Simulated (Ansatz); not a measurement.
System: Si2H2, charge 0, multiplicity 1. 
Geometry from a B3LYP-D3(BJ)/def2-TZVP (Ansatz, a first-principles code) optimisation:
```
Si
H 1 1.4834
H 1 1.4834 2 112.18
Si 1 2.1998 2 123.91 3 180.00
```
Charge 0, spin multiplicity 1.

Basis-set convergence of Hartree-Fock and MP2 correlation energies (hartree) with Ansatz. Cores are frozen in the correlated levels unless marked. Spin-orbit coupling is left out. Non-relativistic.

The Hartree-Fock reference is unstable (checked in the largest basis), which strains HF and MP2. 

| basis | functions | E(HF) | E(corr, MP2) |
|---|---|---|---|
| cc-pV(D+d)Z | 56 | -578.92539 | -0.17148 |
| cc-pV(T+d)Z | 106 | -578.94412 | -0.20958 |
| cc-pV(Q+d)Z | 188 | -578.94954 | -0.22440 |

Extrapolating the two largest sets (X = 3 and 4) as X^-3: E(corr) = (64·(-0.22440) - 27·(-0.20958))/37 = -0.2352 Eh, an estimate of the basis-set limit. The largest set recovers 95.4 % of it, the smallest 72.9 %.
